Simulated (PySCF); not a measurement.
**Question.** What does the PBE0-D3(BJ)/def2-SVP structure of `CS[Si@@H](N)P` look like in three dimensions?

**Answer.** 
```
atom  x, y, z in Å
C1    -1.8981   -0.9777   -0.4554
S2    -0.7046   -0.4914   -1.7463
Si3    0.7521    0.4692   -0.5110
N4     0.0188    1.7098    0.4402
P5     1.5734   -1.0151    0.9905
H6    -2.8557   -1.1774   -0.9539
H7    -2.0267   -0.1597    0.2672
H8    -1.5657   -1.8852    0.0673
H9     1.7754    0.9302   -1.5002
H10    0.3110    1.8879    1.3936
H11   -0.3787    2.5347    0.0049
H12    2.6454   -0.1640    1.4093
H13    2.3650   -1.6750    0.0028
```

Any rigid rotation of these coordinates is as good. Atoms count from 1 in this order. Si3 (SiH silicon) is distorted tetrahedral (angles from 102.9° to 115.7°). Of the pairs four or more bonds apart, N4···H7 is among the closest relative to their van der Waals radii: 2.78 Å, 101 % of the sum of Bondi's values. N4 (silicon-bound nitrogen) has angles 121.5°, 121.0° and 112.0°, sum 354.4°, 0.16 Å off the plane of its three neighbours. P5 (three-coordinate phosphorus) is pyramidal (angles 94.4°, 93.6° and 92.6°, sum 280.5°, 0.87 Å off the plane of its three neighbours).

Bonds between heavy atoms (Å): C1–S2 1.824, S2–Si3 2.138, Si3–N4 1.727, Si3–P5 2.265.

Computed, not measured: PBE0-D3(BJ)/def2-SVP geometry optimisation, gas phase in PySCF.

Point group: C1 (no symmetry element, even within 0.4 Å). No frequency check. The numbers are those of one conformer (C1–S2–Si3–N4 -55°, S2–Si3–N4–H 143° and -66°, S2–Si3–P5–H 169° and 75°).
